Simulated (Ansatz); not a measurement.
System: fluoro(trimethyl)silane, C3H9FSi, net charge 0, singlet state. 
Coordinates optimised at B3LYP-D3(BJ)/def2-TZVP (Ansatz, a quantum-chemistry and plane-wave program):
SMILES: F[Si](C)(C)C
```xyz
14

C     -0.9203     1.3841    -0.8266
Si     0.0050     0.0086     0.0273
C      1.6628    -0.2998    -0.7689
C     -1.0136    -1.5509     0.1162
F      0.2838     0.4885     1.5487
H     -1.1390     1.1182    -1.8639
H     -1.8692     1.5902    -0.3271
H     -0.3362     2.3067    -0.8340
H      2.2181    -1.0743    -0.2357
H      1.5403    -0.6284    -1.8040
H      2.2715     0.6068    -0.7757
H     -1.2358    -1.9261    -0.8860
H     -1.9634    -1.3728     0.6247
H     -0.4838    -2.3373     0.6578
```
Charge 0, spin multiplicity 1.

Computed values are from Ansatz. Correlated levels leave the core frozen unless marked. UHF or UKS for open shells. Spin-orbit coupling is left out. Non-relativistic. Basis-set limits of correlation are two-point, X^-3; Hartree-Fock from the larger set.

| Item | Value |
|---|---|
| atomisation energy De | 1302.1 kcal/mol at CCSD(T)/CBS(cc-pV(T+d)Z,cc-pV(Q+d)Z) |
| total energy | -508.5486 Eh at CCSD(T)/CBS(cc-pV(T+d)Z,cc-pV(Q+d)Z) |
| dipole moment | 1.81 D at CCSD(T)/aug-cc-pV(D+d)Z |
| T1 diagnostic | 0.010 at CCSD/cc-pV(Q+d)Z |
